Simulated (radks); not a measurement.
Results of a calculation; reference values are marked as such.
The mean radii <r> (bohr) of the occupied orbitals of an atom or ion are listed with their occupations. Code: a radial shooting solver on a logarithmic mesh with Libxc functionals. Model: non-relativistic Kohn-Sham, LDA (Slater exchange, Perdew-Wang correlation), spin-polarised, spherical densities, point nucleus.

orbital  occ.     <r>
1s          2  0.3320
2s          2   1.788

Name the element and its charge. Open shells, if any, are filled with parallel spins first.

Answer. Z = 5, boron, charge +1: B+ in [He] 2s2. The 1s radius gives Z: for a bare nucleus <r> = 1.5/Z, 0.3 bohr for Z = 5, and screening makes it slightly larger (0.3320 here). The occupations add up to 4, and the charge is Z minus that.
